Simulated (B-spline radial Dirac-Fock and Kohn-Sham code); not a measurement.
**Relativistic shifts of the levels of Tl**

System: the free thallium atom, configuration [Xe] 4f14 5d10 6s2 6p1.

Both columns are ΔSCF binding energies of the configuration average from a radial B-spline solver: non-relativistic Hartree-Fock with a point nucleus, and Dirac-Fock with a finite nucleus and the Coulomb interaction alone, averaged over the two j levels with weights 2j+1.

```
shell  Hartree-Fock (eV)  Dirac-Fock (eV)  shift (eV)  shift (%)
   1s            77510.7          86005.5    +8494.79     +10.96
   2s            13132.7          15420.6    +2287.92     +17.42
   2p            12616.4          13388.8     +772.44      +6.12
   3s             3157.6           3731.5     +573.95     +18.18
   3p             2912.9           3129.6     +216.74      +7.44
   3d             2461.2           2438.5      -22.68      -0.92
   4s              718.1            863.5     +145.36     +20.24
   4p              610.3            661.4      +51.09      +8.37
   4d              412.7            404.5       -8.16      -1.98
   4f              144.2            125.3      -18.81     -13.05
   5s              121.2            147.7      +26.47     +21.83
   5p              83.88            90.14       +6.26      +7.46
   5d              23.34            20.00       -3.33     -14.28
   6s               9.35            11.58       +2.22     +23.77
   6p               5.07             4.97       -0.10      -1.88
```

Relativity binds 1s, 2s, 2p, 3s, 3p, 4s, 4p, 5s, 5p, 6s more strongly, among those listed most of all 6s in relative terms, and 3d, 4d, 4f, 5d, 6p more weakly.

Values without a named source are computed, but for edge energies of neutral atoms, which are taken from tables.
